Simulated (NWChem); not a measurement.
All runs are NWChem calculations. System: F$_{3}$S, charge 2, spin multiplicity 2, at the geometry of a parent with another charge or spin, in a state set for the comparison that need not be this species' ground state. Its SCF solution wasn't tested for a lower state. Level: UMP2/def2-TZVP, 8 core orbitals frozen.

The NWChem input:

```
start mol
memory heap 200 mb stack 900 mb global 1100 mb
charge 2
geometry units angstroms nocenter noautoz
  F      0.692888    -0.217484     1.167690
  S     -0.034951     0.454276     0.000000
  F      0.692888    -0.217484    -1.167690
  F     -1.323642    -0.372633     0.000000
  symmetry group Cs
end
basis spherical
  * library def2-tzvp
end
scf
  uhf
  nopen 1
  maxiter 100
  thresh 1e-7
  semidirect memsize 60000000 filesize 0
  # guess.movecs holds the orbitals of an unrestricted PBE0 run
  vectors input guess.movecs output mol.movecs
end
mp2
  freeze core 8
end
task mp2 energy
```

Output (cleaned and shortened):

```
             Northwest Computational Chemistry Package (NWChem) 7.3.0
             --------------------------------------------------------

                                NWChem Input Module
                                -------------------

 Scaling coordinates for geometry "geometry" by  1.889725989
 (inverse scale =  0.529177249)

 Turning off AUTOSYM since
 SYMMETRY directive was detected!

                             Geometry "geometry" -> ""
                             -------------------------

 Output coordinates in angstroms (scale by  1.889725989 to convert to a.u.)

  No.       Tag          Charge          X              Y              Z
 ---- ---------------- ---------- -------------- -------------- --------------
    1 F                    9.0000     0.69288800    -0.21748400     1.16769000
    2 S                   16.0000    -0.03495100     0.45427600     0.00000000
    3 F                    9.0000     0.69288800    -0.21748400    -1.16769000
    4 F                    9.0000    -1.32364200    -0.37263300     0.00000000

 Effective nuclear repulsion energy (a.u.)     204.3615812528

            Nuclear Dipole moment (a.u.)
            ----------------------------
        X                 Y               Z
 ---------------- ---------------- ----------------
    -0.0000188973     0.0000132281     0.0000000000

      Symmetry information
      --------------------

 Group name             Cs
 Group number              2
 Group order               2
 No. of unique centers     3

      Symmetry unique atoms

     1    2    4


 Summary of "ao basis" -> "" (spherical)
 ------------------------------------------------------------------------------
       Tag                 Description            Shells   Functions and Types
 ---------------- ------------------------------  ------  ---------------------
 *                         def2-tzvp                  on all atoms

 Summary of "ao basis" -> "ao basis" (spherical)
 ------------------------------------------------------------------------------
       Tag                 Description            Shells   Functions and Types
[...]
  AO/Fock/Back tols     =   1.0D-09  1.0D-09  1.0D-09

 GA uses MA = F    GA memory limited = T

 Available:
  local mem=  1.26D+08
 global mem=  1.44D+08
 local disk=  0.00D+00
  mp2_memr nvloc                   109
  nvloc new                   109
   1 passes of  13:        5242880                     105297                  39563825.
   1 passes of  13: M    126149194           G      144145400           F     120906314.

 Semi-direct pass number   1 of   1  for UHF alpha       at        8.6s
  vrange nnbf                  8206
  mp2_eaftype                   150  avail_ma_in_mb                  1099
 EAF : mp2_eaftype filesize         150   19781912.
  mp2_eaf for mointskh                    150
Node 0 wrote     93.0 Mb in      0.2 s     Agg I/O rate:   541.9 Mb/s
 Done moints_semi at       17.1s
  mp2_eaftype                   150  avail_ma_in_mb                   949
 EAF : mp2_eaftype filesize         150   19781912.
  mp2_eaf for kh                   150
 Done maket at       17.7s
 Done multipass loop at       17.7s

 GA uses MA = F    GA memory limited = T

 Available:
  local mem=  1.26D+08
 global mem=  1.44D+08
 local disk=  0.00D+00
  mp2_memr nvloc                   110
  nvloc new                   110
   1 passes of  12:        5242880                     100449                  36857486.
   1 passes of  12: M    126149194           G      144145400           F     120906314.

 Semi-direct pass number   1 of   1  for UHF beta        at       17.8s
  vrange nnbf                  8206
  mp2_eaftype                   140  avail_ma_in_mb                  1099
 EAF : mp2_eaftype filesize         140   18428743.
  mp2_eaf for mointskh                    140
Node 0 wrote     86.7 Mb in      0.2 s     Agg I/O rate:   541.6 Mb/s
 Done moints_semi at       26.1s
  mp2_eaftype                   140  avail_ma_in_mb                   959
 EAF : mp2_eaftype filesize         140   18428743.
  mp2_eaf for kh                   140
 Done maket at       26.7s
 Done multipass loop at       26.7s

          -------------------------------------------
          SCF energy                -694.797602908848
          Correlation energy          -0.905992527150
          Singlet pairs                0.000000000000
          Triplet pairs                0.000000000000
          Total MP2 energy          -695.703595435997
          -------------------------------------------

          ---------------------------------------------------
                    Spin Component Scaled (SCS) MP2
          Same spin pairs                     -0.242966908154
          Same spin scaling factor             0.333333333333
          Opposite spin pairs                 -0.663025618995
          Opposite spin scaling fact.          1.200000000000
          SCS-MP2 correlation energy          -0.876619712179
          Total SCS-MP2 energy              -695.674222621027
          ---------------------------------------------------

 -----------------------
 Performance information
 -----------------------

 Timer overhead =  1.37D-07 seconds/call

               Nr. of calls         CPU time (s)                 Wall time (s)                GFlops
             ---------------    -------------------     ------------------------------   -------------------
Name         Min   Avg   Max    Min     Avg     Max     Min     Avg     Max   Mx/calls   Min     Max     Sum
mp2: moin     2     2     2    17.     17.     17.      17.     17.     17.     8.4      0.0     0.0     0.0
mp2: make     2     2     2    1.2     1.2     1.2      1.2     1.2     1.2    0.59      0.0     0.0     0.0
mp2: tota     1     1     1    18.     18.     18.      18.     18.     18.     18.      0.0     0.0     0.0

 The average no. of pstat calls per process was 5.00D+00
 with a timing overhead of 6.84D-07s

 Task  times  cpu:       26.7s     wall:       26.7s

 Total times  cpu:       26.7s     wall:       26.7s
```
